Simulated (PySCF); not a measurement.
# One molecule, several mistakes: AlH6N2Si

These are calculations, not measurements. They come from PySCF 2.14.0, an open-source quantum chemistry program, on an isolated molecule that a program drew, which may never have been made. The molecule is AlH6N2Si (charge 0, doublet), drawn as the SMILES string `[NH2][AlH][NH][SiH2]`.

Each row is a Hartree-Fock (HF) and frozen-core CCSD(T) single point in the cc-pV(D+d)Z basis, meant for a local HF minimum. Run 1 is clean. Each other run has one planted mistake out of seven kinds, and not every kind appears here: one electron removed, one electron added, multiplicity raised by two, geometry at a saddle point, minimal basis STO-3G, one bond length entered in bohr, all coordinates scaled. The reference is restricted for singlets and unrestricted otherwise, and also for a bond in bohr. Adding or removing an electron swaps singlet and doublet. Electrons count all cores. HOMO and LUMO are orbital energies over both spins, the gradient is its largest component, and the lowest frequency (negative if imaginary) is given only where the gradient is small. Bond lengths are over the 9 bonds as drawn. T1 is the CCSD diagnostic: over 0.02 (restricted) or 0.045 (unrestricted) a single reference is doubtful.

Geometry of the clean run:
```xyz
10
AlH6N2Si, angstrom
N    -0.6054    1.5848   -1.5120
Al    0.9892    0.9696   -1.9355
N     1.9389    0.0005   -0.7633
Si    1.6360   -0.4818    0.8678
H    -1.1757    2.1320   -2.1291
H    -1.0894    1.4428   -0.6458
H     1.6044    1.2692   -3.3544
H     2.8422   -0.2947   -1.0994
H     1.8269   -1.9449    1.0723
H     0.2342   -0.1232    1.2081
```

```
run,electrons,basis functions,<S^2>,HOMO (eV),LUMO (eV),gradient (hartree/bohr),lowest frequency (cm^-1),mean bond (Å),longest bond (Å),T1,HF (hartree),CCSD(T) (hartree),mistake
1,47,104,0.754,-8.13,2.07,2.0e-05,98,1.4273,1.793,0.0151,-643.31189,-643.86287,no fault
2,47,104,3.783,-3.55,-0.71,1.1e-01,-,1.4273,1.793,0.0564,-643.11653,-643.64104,multiplicity raised by two
3,48,104,0.000,0.27,6.78,7.8e-02,-,1.4273,1.793,0.0192,-643.26563,-643.85013,one electron added
4,47,104,0.756,-8.47,1.58,5.7e-02,-,1.5501,1.947,0.0191,-643.25233,-643.82106,?
```

**Which mistake was planted in run 4, and what did it cost?**

The mean and the longest bond both change by the same factor, 1.086, and the gradient is no longer small. So the mistake is: all coordinates scaled. Subtracting run 1 and multiplying by 627.51 kcal/mol a hartree, the energy moved by 37.4 kcal/mol in HF and 26.2 kcal/mol in CCSD(T).

Cautions from the logs. Run 2: T1 is over the limit, so its CCSD(T) energy is less reliable; run 3: the HOMO is above zero, so the electron isn't bound and the energy depends on the basis.
